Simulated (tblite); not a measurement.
Compound: C₂H₅FNSi (doublet state).
Numbering: `[H]/[C:1]=[CH:2]\[Si@H:3]([NH2:4])[F:5]` (hydrogens: H6 on C1; H7 on C2; H8 on Si3; H9, H10 on N4)

The geometry is computed with GFN2-xTB (gas phase). This method treats the open shell by occupation alone, without spin polarisation.

Task: List the bond lengths, angles and torsions at this level.

Result: 
| bond | length (Å) | order |
| --- | --- | --- |
| C1=C2 | 1.289 | double |
| C2–Si3 | 1.913 | single |
| Si3–N4 | 1.712 | single |
| Si3–F5 | 1.611 | single |
| C1–H6 | 1.068 | single |
| C2–H7 | 1.083 | single |
| Si3–H8 | 1.459 | single |
| N4–H9 | 1.007 | single |
| N4–H10 | 1.005 | single |

Orders are formal, as drawn. A selection of angles:
| angle | degrees |
| --- | --- |
| C2–C1–H6 | 135.1 |
| C1–C2–Si3 | 124.3 |
| C1–C2–H7 | 121.0 |
| Si3–C2–H7 | 114.6 |
| C2–Si3–N4 | 108.4 |
| C2–Si3–F5 | 109.8 |
| C2–Si3–H8 | 111.7 |
| N4–Si3–F5 | 103.5 |
| N4–Si3–H8 | 119.0 |
| F5–Si3–H8 | 103.9 |
| Si3–N4–H9 | 119.6 |
| Si3–N4–H10 | 121.3 |
| H9–N4–H10 | 111.2 |

Torsions: C1–C2–Si3–N4 90°.

Si3 (silicon bonded to C, F, N and H) is distorted tetrahedral (angles from 103.5° to 119.0°). C1 (carbon bonded to C and H) is bent (angle 135.1°). N4 (nitrogen bonded to Si and 2 H) has angles 121.3°, 119.6° and 111.2°, sum 352.1°, 0.19 Å off the plane of its three neighbours. C2 (carbon bonded to C, Si and H) is planar (angles 124.3°, 121.0° and 114.6°, sum 360.0°, 0.00 Å off the plane of its three neighbours).

Point group: C1 (no symmetry element, even within 0.4 Å). Its lowest GFN2-xTB frequency is 5 cm⁻¹, too small to tell a flat minimum from a shallow saddle. Torsions: C1–C2–Si3–N4 90°, C2–Si3–N4–H -158° and 56°.

One conformer stands for the species.
